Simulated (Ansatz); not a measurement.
The same redistribution along the group B, Al, Ga.

Program: Ansatz. Geometries: PBE0-D4/def2-TZVP. ΔE: electronic, gas phase. CBS: MP2 limit from def2 TZ/QZ plus the TZ coupled-cluster correction, frozen cores. This one scheme is used for every species. DFT in def2-TZVPP. def2 core potentials past Kr. For Ga, Ta outer-core shells are correlated without core-valence functions, which leaves a few kJ/mol of doubt a bond. Scalar relativity is left out up to krypton. Each species was taken in one conformer, which may not be the lowest.

```tsv
reaction	LDA (SPW92) (kJ/mol)
`NB(N)F` + `[NH2][Ta]([F])(=[S])[Cl]` → `NB(F)Cl` + `[NH2][Ta]([NH2])([F])=[S]`	75
`[NH2][Al]([NH2])[F]` + `[NH2][Ta]([F])(=[S])[Cl]` → `[NH2][Al]([F])[Cl]` + `[NH2][Ta]([NH2])([F])=[S]`	-3
`[NH2][Ga]([NH2])[F]` + `[NH2][Ta]([F])(=[S])[Cl]` → `[NH2][Ga]([F])[Cl]` + `[NH2][Ta]([NH2])([F])=[S]`	-6
```

Question: Give the CCSD(T)/CBS values in the same order. (Best estimate.)

Answer: The calculation gave: 76, -4, -4 kJ/mol.

Largest T1 diagnostic: 0.020, for `[NH2][Ta]([NH2])([F])=[S]`.
